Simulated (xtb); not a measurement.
Harmonic IR lines of one isomer of C₃H₈Si, unscaled. All values below come from GFN2-xTB (xtb).

| wavenumber (cm⁻¹) | relative intensity |
|---|---|
| 547 | 13 |
| 579 | 15 |
| 711 | 8.3 |
| 797 | 100 |
| 805 | 63 |
| 1687 | 15 |
| 2223 | 88 |
| 2231 | 51 |
| 2250 | 52 |
| 2991 | 5.0 |
| 3000 | 6.4 |
| 3007 | 8.9 |
| 3029 | 11 |
| 3052 | 11 |

**Question.** Which structure gives these lines?
A) `C=C(C)[SiH3]`
B) `C/C=C/[SiH3]`
C) `C=CC[SiH3]`
D) `C/C=C\[SiH3]`

**Answer.** D, `C/C=C\[SiH3]`
